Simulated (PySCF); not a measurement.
biphenyl (C12H10), SMILES c1ccc(-c2ccccc2)cc1.

Geometry optimised at B3LYP-D3(BJ)/def2-SVP. Other conformers were not sampled.

These are HF/def2-SVP in PySCF values and carry that method's errors.

The molecule is in vacuum.

| Quantity | Value |
|---|---|
| total energy | -459.91470 hartree |
| point group | D2 |
| highest occupied level | -8.21 eV |
| lowest empty level | 2.60 eV |
| orbital gap | 10.80 eV |
| dipole moment | 0.00 D |
| quadrupole, principal values (traceless, Buckingham form, about the centre of nuclear charge) | -14.01, 5.96, 8.05 D·Å |
| mean static polarisability | 121.5 bohr³ (18.01 Å³) |
| polarisability, principal values | 61.9, 122.0, 180.7 bohr³ |
